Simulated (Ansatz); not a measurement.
## Cost against result

Saddle point of SnSiH$_{8}$S, closed shell (SnSiH₆ ([SiH3][SnH3]) + H₂S → SnH₄S ([SH][SnH3]) + SiH₄; bonds formed: Sn1–S7, Si2–H6; bonds broken: Sn1–Si2, H6–S7), PBE0-D4/def2-TZVP structure:

```
11
angstrom
Sn -1.2102 0.0128 -0.7665
Si 1.1715 -0.9237 0.6195
H -0.6418 -1.4404 -1.5229
H -2.5292 -0.3365 0.2431
H -1.4866 1.0952 -2.0563
H 0.2408 0.6612 0.7216
S -0.5045 2.1860 0.7916
H 2.0382 -0.5446 1.7732
H 2.0290 -1.0771 -0.5871
H 0.5229 -2.2293 0.9247
H 0.3700 2.5966 -0.1409
```

Barriers are electronic and count from the start structure reached by relaxing down the imaginary mode.

Computed with Ansatz 0.2.0 (basis: as named in each row); correlated methods freeze the cores. Filled d shells of the heavier atoms are correlated. Core potentials replace the inner electrons of the atoms past krypton. The def2 sets are not built for correlating such inner shells, so the correlated values are less sure here. B3LYP uses VWN-RPA correlation. Extrapolation: Hartree–Fock as exp(−7.88 √X), correlation as X^−2.97.

Times are rough, for one single point on 4 threads of a shared host (Intel Xeon).

The estimate by CCSD(T) at an estimated basis limit (MP2 extrapolated from triple and quadruple zeta, plus CCSD(T) − MP2 in triple zeta) is 49.49 kcal/mol.

```
      method       basis  time (s)  barrier (kcal/mol)  method less estimate
       SPW92    def2-SVP   under 1               34.45                -15.04
      PBE-D4    def2-SVP         2               39.47                -10.02
     PBE0-D4    def2-SVP         2               46.34                 -3.15
       SPW92  def2-TZVPP         3               34.35                -15.14
      PBE-D4  def2-TZVPP         4               38.74                -10.75
     BLYP-D4  def2-TZVPP         4               42.43                 -7.05
   r2SCAN-D4  def2-TZVPP         6               42.86                 -6.63
     PBE0-D4  def2-TZVPP         7               44.94                 -4.54
    B3LYP-D4  def2-TZVPP         7               47.46                 -2.02
    BHLYP-D4  def2-TZVPP         7               54.39                  4.90
     wB97M-V    def2-SVP         8               52.66                  3.18
     CCSD(T)    def2-SVP         8               57.01                  7.53
CAM-B3LYP-D4  def2-TZVPP         8               52.60                  3.11
  RPA on PBE  def2-TZVPP        10               51.37                  1.88
  r2SCAN0-D4  def2-TZVPP        11               47.55                 -1.93
      B2PLYP  def2-TZVPP        12               50.59                  1.10
      B97M-V  def2-TZVPP        14               45.26                 -4.23
     wB97X-V  def2-TZVPP        15               53.37                  3.88
     wB97M-V  def2-TZVPP        15               51.56                  2.07
    PBE-QIDH  def2-TZVPP        15               50.13                  0.64
         MP2  def2-QZVPP        38               49.51                  0.03
     CCSD(T)  def2-TZVPP       160               52.31                  2.82
```

All methods are single points on the PBE0-D4 structures.

No T1 diagnostic of these runs exceeds 0.016.

Labels in which every atom is bracketed show which atoms are joined, not bond orders.
